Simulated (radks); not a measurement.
The numbers below are computed, except where a source is named.
Task: Valence configurations of the palladium ion Pd2+ (all share [Kr]). Code: a radial shooting solver on a logarithmic mesh with Libxc functionals. Model: scalar-relativistic Kohn-Sham, PBE, spin-polarised, spherical densities, finite nucleus; open shells are filled with parallel spins first (spin-orbit coupling, left out, can overturn this in heavy ions); Fermi nuclear charge, rms radius 4.5318 fm. Order these by energy: 4d6.5 5s0.5 5p1; 4d6 5p2; 4d8; 4d7.5 5p0.5; 4d7.5 5s0.5; 4d7 5s1; 4d7 5p1; 4d6.5 5s1 5p0.5.

Result: From the lowest, in eV above it: 4d8 0.000; 4d7.5 5s0.5 3.087; 4d7.5 5p0.5 6.337; 4d7 5s1 6.409; 4d7 5p1 13.195; 4d6.5 5s1 5p0.5 13.502; 4d6.5 5s0.5 5p1 17.036; 4d6 5p2 28.515. NIST lists [Kr] 4d8 as the ground configuration; this level of theory agrees among the configurations tried. The energies are those of spherical high-spin densities, not of single terms.
